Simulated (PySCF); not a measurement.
Simulated outer-valence photoelectron spectrum of `[H]/N=[CH]\[GaH2-][NH3+]`. Level of theory: EOM-IP-CCSD/aug-cc-pVDZ in PySCF, restricted Hartree–Fock reference, frozen core, non-relativistic, gas phase, PBE0-D3(BJ)/def2-SVP geometry.

Each root has a Gaussian of 0.3 eV full width with its one-hole share as area; cross sections and vibrations are left out, and the highest printed point is 100.

```tsv
ionisation energy (eV)	intensity
8.0	9
8.2	85
8.4	65
8.6	4
8.8	0
9.0	0
9.2	0
9.4	0
9.6	0
9.8	0
10.0	2
10.2	45
10.4	98
10.6	18
10.8	2
11.0	45
11.2	98
11.4	19
11.6	25
11.8	100
12.0	35
12.2	1
12.4	0
12.6	2
12.8	50
13.0	92
13.2	15
13.4	0
13.6	0
13.8	2
14.0	44
14.2	99
14.4	19
14.6	0
14.8	0
15.0	0
15.2	0
15.4	0
15.6	5
15.8	65
16.0	76
16.2	8
16.4	0
16.6	0
16.8	0
17.0	0
17.2	0
17.4	0
17.6	0
17.8	0
18.0	0
18.2	17
18.4	97
18.6	48
18.8	2
```

Q: Where are the maxima, and how many lines lie under the curve?

A: 8 maxima, at 8.3, 10.4, 11.2, 11.8, 13.0, 14.2, 15.9 and 18.4 eV, from 8 lines.

Q: List the lines with their holes.

A: 
| E (eV) | leading hole (HF orbital) | area | Koopmans (eV) |
| --- | --- | --- | --- |
| 8.28 | HOMO | 0.95 | 9.37 |
| 10.36 | HOMO-1 | 0.94 | 10.94 |
| 11.16 | HOMO-2 | 0.95 | 11.39 |
| 11.81 | HOMO-3 | 0.93 | 12.81 |
| 12.95 | HOMO-4 | 0.92 | 14.77 |
| 14.17 | HOMO-5 | 0.94 | 15.54 |
| 15.91 | HOMO-6 | 0.89 | 17.54 |
| 18.44 | HOMO-7 | 0.95 | 19.53 |

The widest gap, 2.53 eV, lies between 15.91 and 18.44 eV. Only orbitals with −ε under 21 eV, eight at most, were ionised, so the high end of the curve may lack lines.

Shape of the structure used: `[H]/[N:1]=[CH:2]\[GaH2-:3][NH3+:4]`: N1–C2–Ga3–N4 98°.

One conformer stands for the species.
